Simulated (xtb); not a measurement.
CH₇Cl₂NSi₂, SMILES CN[Si@H](Cl)[SiH2]Cl. All values are semi-empirical tight-binding results from xtb (GFN2-xTB unless named), good for trends rather than for accurate numbers. Geometry: GFN2-xTB. The structure was generated by enumeration; whether it is a known compound was not checked. One conformer was computed; it need not be the lowest.

Optimised geometry:

```xyz
13

C     -2.2830     0.2954    -1.3129
N     -1.8462    -0.4298    -0.1384
Si    -0.4865     0.0084     0.8243
Cl    -0.8230     1.9258     1.3925
Si     1.5960    -0.0519    -0.2081
Cl     1.7912    -1.8297    -1.1693
H     -1.7308     0.0068    -2.2138
H     -2.1375     1.3601    -1.1435
H     -3.3449     0.1141    -1.4842
H     -2.0597    -1.4129    -0.2155
H     -0.6480    -0.8533     1.9975
H      2.7267     0.0260     0.7208
H      1.8248     0.9698    -1.2364
```

Computed properties:
```yaml
orbital_gap: 4.07 eV
dipole_moment: 0.99 D
zero_point_energy: 50.9 kcal/mol
G − E(el) at 298.15 K (modified RRHO): 27.7 kcal/mol
static polarisability (D4 model): 104.5 bohr³
solvation energy, GFN2-xTB/ALPB(water): -2.9 kcal/mol
solvation energy, GFN2-xTB/ALPB(benzene): -5.9 kcal/mol
```

Problem. Give the atomic charges and the Wiberg bond orders between heavy atoms. (An estimate is asked for; the answer gives what the named calculation found.)

Solution. charges (e) C1 -0.03, N2 -0.32, Si3 0.45, Cl4 -0.29, Si5 0.43, Cl6 -0.29, H7 0.03, H8 0.05, H9 0.04, H10 0.15, H11 -0.08, H12 -0.08, H13 -0.07. Bond orders C1–N2 1.03, N2–Si3 1.16, Si3–Cl4 1.06, Si3–Si5 0.78, Si5–Cl6 1.09.
